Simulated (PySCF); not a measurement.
Electronic absorption of C6H8BrNSi

Compound: C6H8BrNSi.
SMILES: `[SiH3]Nc1ccc(Br)cc1`

Computed with TDDFT B3LYP/def2-SVPD, vertical, gas phase, core orbitals frozen in the response in PySCF. Isolated species at its PBE0-D3(BJ)/def2-SVP geometry (one conformer only). Relativistic effects, spin–orbit coupling among them, are left out although an element past zinc is present. Torsions of this conformer, `[SiH3:1][NH:2][c:3]1[cH:4][cH:5][c:6]([Br:7])[cH:8][cH:9]1`: Si1–N2–C3–C4 0°.

```csv
state,E (eV),λ (nm),ν̃ (cm⁻¹),f,|μ| (D),symmetry,"main configurations (H = HOMO, L = LUMO)"
S1,4.44,279.1,35820,0.025,1.22,A′,H→L (92%)
S2,4.74,261.6,38230,0.0003,0.12,–,H→L+2 (97%)
S3,5.09,243.6,41040,0.419,4.66,A′,H→L+1 (92%)
S4,5.11,242.4,41250,0.0001,0.07,–,H→L+3 (96%)
S5,5.61,221.0,45260,0.0069,0.57,A″,H→L+4 (98%)
S6,5.90,210.1,47600,0.0000,0.03,–,"H→L+5 (74%), H→L+7 (22%)"
```

The lowest singlet comes at 279 nm (429 kJ/mol) in the ultraviolet; it is weak; its leading configuration is HOMO→LUMO (92%). The strongest level in the table is S3 at 5.09 eV (244 nm, f = 0.419). Löwdin shares by element: HOMO carbon 27% or more, nitrogen 21%, bromine 16% (atoms not listed hold the other 35%); LUMO carbon 72% or more (atoms not listed hold the other 28%). Weighted by f, the mean energy of these states is 5.06 eV. The listed states span 1.46 eV, and the widest gap between neighbours is 0.50 eV (S4 to S5). Orbital energies (eV): HOMO-3 -7.89, HOMO-2 -7.88, HOMO-1 -7.42, HOMO -5.93, LUMO -0.80, LUMO+1 -0.46, LUMO+2 -0.30. Symmetry labels in Cs follow from the direction of the transition dipole and are given only for states with f of 0.002 or more. The window holds the lowest 6 singlets.
